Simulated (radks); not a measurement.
Pd II, 45 electrons, occupied as [Kr] 4d8 4f1 (not the ground configuration). Method: Dirac Kohn-Sham, PBE, spin-unpolarised, spherical densities, point nucleus; open shells are shared between the two j in proportion to 2j + 1; computed with a radial shooting solver on a logarithmic mesh with Libxc functionals.

Normalised radial functions P(r) = r R(r) (large component), r in bohr:

```
   r/bohr * 4d3/2 (the largest magnitude, 0.914, reaches the edge; | marks zero)
 0.001758                             *
 0.002063                             *
 0.002441                             *
 0.002864                             *
 0.003361                             *
 0.003944                             *
 0.004629                             *
 0.005432                             *
 0.006374                             *
  0.00748                             *
 0.008778                             *
  0.01038                             *
  0.01219                             *
   0.0143                             *
  0.01678                             *
  0.01969                             *
  0.02311                             *
  0.02712                             *
  0.03182                             |*
  0.03735                             |*
  0.04418                             |*
  0.05184                             | *
  0.06084                             | *
   0.0714                             |  *
  0.08378                             |    *
  0.09832                             |     *
   0.1154                             |       *
   0.1354                             |         *
   0.1589                             |          *
    0.188                             |            *
   0.2206                             |             *
   0.2589                             |            *
   0.3038                             |          *
   0.3565                             |       *
   0.4183                             | *
   0.4909                         *   |
   0.5761                  *          |
    0.676           *                 |
   0.7997      *                      |
   0.9385   *                         |
    1.101  *                          |
    1.292   *                         |
    1.517       *                     |
     1.78           *                 |
    2.089               *             |
    2.451                   *         |
    2.876                       *     |
    3.402                         *   |
    3.993                           * |
    4.686                            *|
    5.499                             *
    6.453                             *
    7.572                             *
    8.886                             *
    10.43                             *
    12.24                             *
    14.48                             *
    16.99                             *
    19.94                             *
    23.39                             *
    27.45                             *
```

4d3/2: eigenvalue -24.097 eV, 1 radial node at r = 0.444 bohr, <r> = 1.36 bohr, 90 % of the charge inside 2.15 bohr.
